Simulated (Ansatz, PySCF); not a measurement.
Complex: GeH4 (SMILES [GeH4]) (first 5 atoms) with C2H6O (SMILES COC); geometry from B3LYP-D3(BJ)/def2-TZVP.
(charge 0, multiplicity 1):
```xyz
14

Ge     0.27548     0.00491     0.66784
H     -0.18959    -1.42929     0.94693
H     -0.71871     1.01108     1.26635
H      0.31994     0.22170    -0.85823
H      1.67846     0.24257     1.23904
C      0.49010     0.88872     4.34295
O      0.10388    -0.35034     3.78908
C     -1.24054    -0.67395     4.07009
H      0.39972     0.88132     5.43650
H     -0.12062     1.71018     3.94681
H      1.53086     1.05618     4.07120
H     -1.41279    -0.75527     5.15073
H     -1.44876    -1.63423     3.60141
H     -1.92583     0.08020     3.66218
```

Counterpoise-corrected where a basis set is named; no monomer relaxation.

Codes used: Ansatz (Gaussian orbitals); PySCF for M06-2X, the dispersion terms. 

Give the interaction energy at the level CAM-B3LYP-D3(BJ)/def2-TZVPPD.

-116 meV

Predict the interaction energy from SVWN5/def2-TZVPPD.

-173 meV

What interaction energy does M06-2X/def2-TZVPPD give?

-143 meV

Ansatz is a first-principles code.
